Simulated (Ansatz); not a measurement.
Consider the isomerisation: `CB1C=C1` → `BCC#C`.

Program: Ansatz. Geometries: PBE0-D4/def2-TZVP. ΔE: electronic, gas phase. CCSD(T)/CBS adds triple-zeta CCSD(T) − MP2 to the extrapolated MP2 energy (def2 sets, frozen cores).

`CB1C=C1`:

Cartesian coordinates in Å:
```
C -1.373 0.260 -0.465
B 0.073 0.009 0.037
C 1.538 0.127 -0.070
C 1.053 -0.579 0.967
H -1.664 -0.572 -1.118
H -2.100 0.288 0.349
H -1.464 1.173 -1.056
H 2.502 0.423 -0.462
H 1.436 -1.129 1.817
```

`BCC#C`:

Cartesian coordinates in Å:
```
B 0.538 0.874 -1.118
C 0.407 -0.433 -0.272
C -0.510 -0.429 0.849
C -1.275 -0.406 1.773
H 1.294 0.862 -2.045
H -0.083 1.862 -0.868
H 1.423 -0.698 0.061
H 0.158 -1.245 -0.973
H -1.953 -0.387 2.593
```

```csv
species,SCS-MP2/def2-QZVPP energy (Eh)
`CB1C=C1`,-141.82827
`BCC#C`,-141.78719
```

(1) Work out ΔE.

Largest T1 diagnostic among the species: 0.012.

Results:

(1) ΔE = (-141.78719) − (-141.82827) = 0.04108 Eh = +25.8 kcal/mol. CCSD(T)/CBS gives +27.4 kcal/mol.

From PBE to PBE0 (25 % exact exchange), in def2-TZVPP and without D4, ΔE moves by +1.4 kcal/mol. Leaving LDA and LC-ωPBE aside and taking each functional with its dispersion term where it has one, the values, not all of them listed here, spread over 8.9 kcal/mol, from BLYP-D4 to B97M-V. LDA lies +3.4 kcal/mol from PBE without D4.
